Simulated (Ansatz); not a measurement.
Mulliken charges of CH3BrF2Ge, SMILES `[CH3][Ge]([F])([F])[Br]` from PBE/def2-TZVPP in Ansatz (PBE0-D4/def2-TZVP geometry).

```json
{"atom": "C1", "x (Å)": "-0.362", "y (Å)": "-0.601", "z (Å)": "0.844", "charge (e)": "-0.376"}
{"atom": "Ge2", "x (Å)": "0.342", "y (Å)": "0.387", "z (Å)": "-0.642", "charge (e)": "0.862"}
{"atom": "F3", "x (Å)": "1.946", "y (Å)": "0.922", "z (Å)": "-0.321", "charge (e)": "-0.315"}
{"atom": "F4", "x (Å)": "0.503", "y (Å)": "-0.619", "z (Å)": "-2.029", "charge (e)": "-0.315"}
{"atom": "Br5", "x (Å)": "-0.862", "y (Å)": "2.210", "z (Å)": "-1.270", "charge (e)": "-0.254"}
{"atom": "H6", "x (Å)": "-1.362", "y (Å)": "-0.956", "z (Å)": "0.599", "charge (e)": "0.132"}
{"atom": "H7", "x (Å)": "-0.406", "y (Å)": "0.048", "z (Å)": "1.719", "charge (e)": "0.132"}
{"atom": "H8", "x (Å)": "0.294", "y (Å)": "-1.448", "z (Å)": "1.043", "charge (e)": "0.135"}
```

**Question.** By hand: the dipole of these point charges (1 e Å = 4.8032 D).

**Answer.** Σ q r = (-0.315, -0.413, 0.639) e Å, of length 0.823 e Å = 3.95 D.

**Question.** How does the dipole of the full density compare? (Estimate.)

**Answer.** The calculation gave: (-0.347, -0.220, 0.491) e Å, 3.08 D; the point charges give 1.28 times that, at 13° from its direction.

Point charges leave out the atoms' own dipoles, such as those of lone pairs, and Mulliken's split depends on the basis, so the two needn't agree.
